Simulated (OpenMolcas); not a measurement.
Os4+ among 5 point charges of -1 e arranged as a trigonal bipyramid (D3h). The axial distance is 1.09 times the equatorial one, R.

| Quantity | Value |
| --- | --- |
| Program | OpenMolcas |
| Method | SS-CASPT2, IPEA 0.25 Eh, imaginary shift 0.1 Eh (closed shells correlated: 4f 5s 5p) |
| Basis | ANO-RCC-VDZP [7s6p4d2f1g] |
| Scalar Hamiltonian | DKH2, point nucleus |
| Active space | 4 electrons in 5 orbitals (5d) |
| State averaging | 2S+1 = 5 even, 5 roots; 2S+1 = 3 even, 45 roots; 2S+1 = 1 even, 50 roots |
| Spin-orbit coupling | RASSI with atomic mean-field integrals over the reference wave functions |

All point charges move together. At R = 1.96 Å the first state of the same spin is 2770 cm-1, and at R = 2.05 Å it is 2230 cm-1.

**Question.** A third run gives 3850 cm-1. What distance was it run at?

**Answer.** With a power law R^-n the two known points give n = -ln(2230 / 2770) / ln(2.05 / 1.96) = 4.83. Then R = 1.96 × (2770 / 3850)^(1/4.83) = 1.831 Å. The run was at 1.83 Å, so the estimate is off by +0.001 Å.

Roots that are degenerate in the reference are averaged as groups; the widest CASPT2 spread within a group is 150 cm-1 (the 2-fold group of multiplicity 5 near 2770 cm-1 above the lowest state of its run, R = 1.96). Shifts and gaps below about the spread of the groups concerned are not significant. Point charges give a weaker field than real ligands, and real ions of this kind are as a rule low spin; the high spin found here belongs to the model. Free-ion shares, where given, are those of the reference states; single-state CASPT2 does not remix them. Spin-orbit coupling mixes the spin-free states strongly: the lowest level takes only 24 % from its leading state, 5A1 (figures for R = 1.83; the like holds for R = 1.96, R = 2.05). The ground term spreads over less than 5000 cm-1, several times less than with real ligands, so orbital moments are less quenched and χT lies further from the spin-only value than at real sites (holds for R = 1.96; R = 2.05). Point charges carry no covalency, so the field is a model and not that of real ligands. No measured value stands beside these numbers.
